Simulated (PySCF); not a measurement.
# Spinor energies of Sr(37+) (strontium, charge +37)

Start: 1s1; 1s1/2 filled at m_j = +1/2. Calculated with PySCF 2.14 in an even-tempered Gaussian basis (15 s from 66 bohr⁻², ratio 2.4; 10 p from 86 bohr⁻², ratio 2.4; 3 d from 260 bohr⁻², ratio 2.6; 3 f from 390 bohr⁻², ratio 2.6): generalised Hartree-Fock with the X2C-1e Hamiltonian and a Gaussian nucleus; one run each with spin-orbit coupling (SO) switched off, then screened by Boettger's factors, then bare.

| spinor shell | electrons | ε, spin-free (eV) | ε, screened SO (eV) | ε, bare SO (eV) | weight of nominal j (screened SO) | rms radius, screened SO (bohr) |
| --- | --- | --- | --- | --- | --- | --- |
| 1s1/2 | 1 | -20039.1 | -20039.1 | -20039.1 | 1.000 | 0.0441 |

| quantity | spin-free | screened SO | bare SO |
| --- | --- | --- | --- |
| E (hartree) | -736.42442 | -736.42442 | -736.42442 |
| M_J | 1/2 | 1/2 | 1/2 |
| ⟨J²⟩ | 0.750 | 0.750 | 0.750 |
| ⟨L²⟩ | 0.000 | 0.000 | 0.000 |
| ⟨S²⟩ | 0.750 | 0.750 | 0.750 |

Breit and QED terms are absent; they matter most for the inner s and p1/2 levels.

Densities and radii are taken from the X2C orbitals without a picture-change correction, which distorts them close to the nucleus.

Without spin-orbit coupling the j labels of p, d and f shells carry no meaning; the spin-free column gives the mean over the occupied spinors of each nl shell.
